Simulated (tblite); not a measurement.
Compound: C₇H₈N (doublet state).
Geometry (GFN2-xTB, Å), atoms numbered from 1 in this order:
```
atom  x, y, z in Å
C1    -2.3572   -0.8675    0.6762
C2    -1.1897   -0.2297    0.3109
C3    -1.1725    1.1635    0.0186
C4    -0.0046    1.7838   -0.3453
C5     1.1846    1.0718   -0.4372
C6     1.2085   -0.3026   -0.1562
N7     2.4091   -0.9889   -0.1773
C8     0.0359   -0.9371    0.2076
H9    -2.3744   -1.9199    0.8952
H10   -3.2837   -0.3288    0.7561
H11   -2.0947    1.7201    0.0877
H12   -0.0015    2.8414   -0.5679
H13    2.0988    1.5703   -0.7242
H14    2.3448   -1.9916   -0.2497
H15    3.1451   -0.5796   -0.7301
H16    0.0437   -1.9962    0.4241
```

The geometry is computed with GFN2-xTB (gas phase). This method treats the open shell by occupation alone, without spin polarisation.

Masses are those of the commonest isotopes; rigid-rotor values at the optimised geometry. The values belong to one conformer with, in the numbering `[CH2:1][c:2]1[cH:3][cH:4][cH:5][c:6]([NH2:7])[cH:8]1`, H–C1–C2–C3 180° and 0°.

What are A, B and C (MHz)?

Ia = 133.83, Ib = 266.05, Ic = 399.55 u·Å²; 505379 MHz·u·Å²/I gives A = 3776, B = 1900, C = 1265 MHz.

Classify the top.

An asymmetric top. Ray's parameter κ = (2B − A − C)/(A − C) = -0.495; −1 is the prolate and +1 the oblate limit.

What does the inertial defect say?

Not planar: Δ = Ic − Ia − Ib = -0.33 u·Å². For a rigid frame Δ = −2 Σ m c², so Σ m c² = 0.17 u·Å² lies off the ab plane: 0.12 from hydrogen and 0.05 from heavier atoms. The atom farthest from that plane is 0.25 Å away.

Give the other two planar moments, Paa and Pbb, and the rms extents of the mass along the axes.

Paa = Σ m a² = (Ib + Ic − Ia)/2 = 265.89 and Pbb = Σ m b² = (Ia + Ic − Ib)/2 = 133.66 u·Å². With the mass M = 106.07 u, the rms extents √(P/M) along a, b and c are 1.58, 1.12, 0.04 Å.

List the rotational levels J(Ka,Kc) to J = 5 (K).

Above 0(0,0), as E/k:
J = 1: 1(0,1) 0.152, 1(1,1) 0.242, 1(1,0) 0.272
J = 2: 2(0,2) 0.449, 2(1,2) 0.515, 2(1,1) 0.607, 2(2,1) 0.877, 2(2,0) 0.883
J = 3: 3(0,3) 0.880, 3(1,3) 0.921, 3(1,2) 1.103, 3(2,2) 1.332, 3(2,1) 1.363, 3(3,1) 1.863, 3(3,0) 1.864
J = 4: 4(0,4) 1.435, 4(1,4) 1.457, 4(1,3) 1.756, 4(2,3) 1.935, 4(2,2) 2.018, 4(3,2) 2.481, 4(3,1) 2.487, 4(4,1) 3.209, 4(4,0) 3.209
J = 5: 5(0,5) 2.109, 5(1,5) 2.120, 5(1,4) 2.553, 5(2,4) 2.680, 5(2,3) 2.848, 5(3,3) 3.255, 5(3,2) 3.278, 5(4,2) 3.982, 5(4,1) 3.983, 5(5,1) 4.917, 5(5,0) 4.917

For this open shell read J as N, the rotation without spin; fine and hyperfine splittings come on top. Its GFN2-xTB frequencies are all real (lowest 175 cm⁻¹). These are rigid-rotor constants of the computed structure; measured ground-state constants (B0) also hold zero-point vibration.
